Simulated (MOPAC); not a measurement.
Input for MOPAC: PM7 on C2H6Te (SMILES CC[TeH]), a point of a bond scan (R = 0.872 Å).

```
PM7 1SCF PRECISE CHARGE=0 THREADS=1
C2H6Te

Te    -0.44138321 1    -0.15496471 1     0.45191112 1
H     -1.52418312 1    -0.01188723 1    -0.80338633 1
C      1.28066949 1    -0.19807008 1    -0.88149492 1
C      1.48408250 1     1.08238371 1    -1.67198061 1
H      1.15128398 1    -1.06511094 1    -1.52490576 1
H      2.11709438 1    -0.39946418 1    -0.21240134 1
H      1.58234778 1     1.76986089 1    -1.14434966 1
H      0.63484937 1     1.28423347 1    -2.32607898 1
H      2.37745653 1     1.00278155 1    -2.29931040 1
```

The log:

```
*******************************************************************************
 **                                                                           **
 **                              MOPAC v23.2.5                                **
 **                                                                           **
 *******************************************************************************
 ** MOPAC's Digital Object Identifier: https://doi.org/10.5281/zenodo.6511958 **
 **                                                                           **
 ** Please cite the open-source release paper for use of this MOPAC version:  **
 ** J. E. Moussa and J. J. P. Stewart (2026)                                  **
 ** MOPAC: An open-source semiempirical molecular orbital program             **
 ** J. Open Source Softw., 11(119), 8025, https://doi.org/10.21105/joss.08025 **
 *******************************************************************************

                              PM7 CALCULATION RESULTS

 *******************************************************************************
 *  PM7        - The PM7 Hamiltonian to be used
 *
 *
 *
 *                 CHARGE ON SYSTEM = 0
 *
 *
 *
 *  PRECISE    - TIGHTER CRITERIA TO BE USED
 *  1SCF       - DO 1 SCF AND THEN STOP
 *  THREADS=1  - MULTI-THREADING NOT USED
 *  T=         - A TIME OF 172800.0 SECONDS REQUESTED
 *  DUMP=N     - RESTART FILE WRITTEN EVERY 7200.0 SECONDS REQUESTED
 *******************************************************************************
PM7 1SCF PRECISE CHARGE=0 THREADS=1
 C2H6Te

   ATOM   CHEMICAL          X               Y               Z
  NUMBER   SYMBOL      (ANGSTROMS)     (ANGSTROMS)     (ANGSTROMS)

     1      Te         -0.44138321  *  -0.15496471  *   0.45191112  *
     2       H         -1.52418312  *  -0.01188723  *  -0.80338633  *
     3       C          1.28066949  *  -0.19807008  *  -0.88149492  *
     4       C          1.48408250  *   1.08238371  *  -1.67198061  *
     5       H          1.15128398  *  -1.06511094  *  -1.52490576  *
     6       H          2.11709438  *  -0.39946418  *  -0.21240134  *
     7       H          1.58234778  *   1.76986089  *  -1.14434966  *
     8       H          0.63484937  *   1.28423347  *  -2.32607898  *
     9       H          2.37745653  *   1.00278155  *  -2.29931040  *



          CARTESIAN COORDINATES

    NO.       ATOM           X           Y           Z

     1        Te         -0.4414     -0.1550      0.4519
     2         H         -1.5242     -0.0119     -0.8034
     3         C          1.2807     -0.1981     -0.8815
     4         C          1.4841      1.0824     -1.6720
     5         H          1.1513     -1.0651     -1.5249
     6         H          2.1171     -0.3995     -0.2124
     7         H          1.5823      1.7699     -1.1443
     8         H          0.6348      1.2842     -2.3261
     9         H          2.3775      1.0028     -2.2993

 General Reference for PM7:
 "Optimization of Parameters for Semiempirical Methods VI: More Modifications to the
 NDDO Approximations and Re-optimization of Parameters", J. J. P. Stewart, J. Mol. Mod., 1:32, 19 (2013)
 https://link.springer.com/article/10.1007/s00894-012-1667-x

           Empirical Formula: C2 H6 Te  =     9 atoms



      MOLECULAR POINT GROUP   :   C1


      RHF CALCULATION, NO. OF DOUBLY OCCUPIED LEVELS = 10


 -------------------------------------------------------------------------------
 PM7 1SCF PRECISE CHARGE=0 THREADS=1
 C2H6Te



     1SCF WAS SPECIFIED, SO BFGS WAS NOT USED
     SCF FIELD WAS ACHIEVED


                              PM7 CALCULATION
                                                       MOPAC v23.2.5 Linux




          FINAL HEAT OF FORMATION =         27.13407 KCAL/MOL =     113.52897 KJ/MOL


          COSMO AREA              =        114.92 SQUARE ANGSTROMS
          COSMO VOLUME            =        103.16 CUBIC ANGSTROMS

          IONIZATION POTENTIAL    =          7.591100 EV
          HOMO LUMO ENERGIES (EV) =         -7.591  2.109
          NO. OF FILLED LEVELS    =         10
          MOLECULAR WEIGHT        =        157.6694         POINT GROUP:  C1

          MOLECULAR DIMENSIONS (Angstroms)

            Atom       Atom       Distance
            H     9    H     2     4.30002
            H     8    H     6     3.07481
            H     5    H     7     2.48826


          SCF CALCULATIONS        =          1





   ATOM   CHEMICAL          X               Y               Z
  NUMBER   SYMBOL      (ANGSTROMS)     (ANGSTROMS)     (ANGSTROMS)

     1      Te         -0.44138321  *  -0.15496471  *   0.45191112  *
     2       H         -1.52418312  *  -0.01188723  *  -0.80338633  *
     3       C          1.28066949  *  -0.19807008  *  -0.88149492  *
     4       C          1.48408250  *   1.08238371  *  -1.67198061  *
     5       H          1.15128398  *  -1.06511094  *  -1.52490576  *
     6       H          2.11709438  *  -0.39946418  *  -0.21240134  *
     7       H          1.58234778  *   1.76986089  *  -1.14434966  *
     8       H          0.63484937  *   1.28423347  *  -2.32607898  *
     9       H          2.37745653  *   1.00278155  *  -2.29931040  *

                             CARTESIAN COORDINATES

   1   Te       -0.441383210    -0.154964710     0.451911120
   2    H       -1.524183120    -0.011887230    -0.803386330
   3    C        1.280669490    -0.198070080    -0.881494920
   4    C        1.484082500     1.082383710    -1.671980610
   5    H        1.151283980    -1.065110940    -1.524905760
   6    H        2.117094380    -0.399464180    -0.212401340
   7    H        1.582347780     1.769860890    -1.144349660
   8    H        0.634849370     1.284233470    -2.326078980
   9    H        2.377456530     1.002781550    -2.299310400


           Empirical Formula: C2 H6 Te  =     9 atoms



      MOLECULAR POINT GROUP   :   C1


                  EIGENVALUES
 -46.82824 -27.83090 -21.36414 -15.98688 -14.77006 -13.82640 -12.82251 -11.75537
  -9.82137  -7.59110   2.10940   3.91989   4.60701   5.23094   5.45272   5.87108
   6.15944   7.80085


              NET ATOMIC CHARGES AND DIPOLE CONTRIBUTIONS

  ATOM NO.   TYPE          CHARGE      No. of ELECS.   s-Pop       p-Pop
    1         Te          -0.151796        6.1518     1.86052     4.29127
    2          H           0.155267        0.8447     0.84473
    3          C          -0.302058        4.3021     1.09195     3.21011
    4          C          -0.434439        4.4344     1.01716     3.41728
    5          H           0.141428        0.8586     0.85857
    6          H           0.155040        0.8450     0.84496
    7          H           0.130459        0.8695     0.86954
    8          H           0.148842        0.8512     0.85116
    9          H           0.157257        0.8427     0.84274
 DIPOLE           X         Y         Z       TOTAL
 POINT-CHG.    -0.170    -0.104    -1.472     1.485
 HYBRID        -0.062     0.177    -1.473     1.485
 SUM           -0.232     0.074    -2.945     2.955


          ATOMIC ORBITAL ELECTRON POPULATIONS

     Atom    s        px        py        pz
    1 Te   1.86052   0.90404   1.99006   1.39717
    2  H   0.84473
    3  C   1.09195   1.08635   1.06006   1.06369
    4  C   1.01716   1.17962   1.08859   1.14907
    5  H   0.85857
    6  H   0.84496
    7  H   0.86954
    8  H   0.85116
    9  H   0.84274

 **********************
 *                    *
 * JOB ENDED NORMALLY *
 *                    *
 **********************




 == MOPAC DONE ==
```

The run finished.

Cost: roughly 0.03 core-seconds.
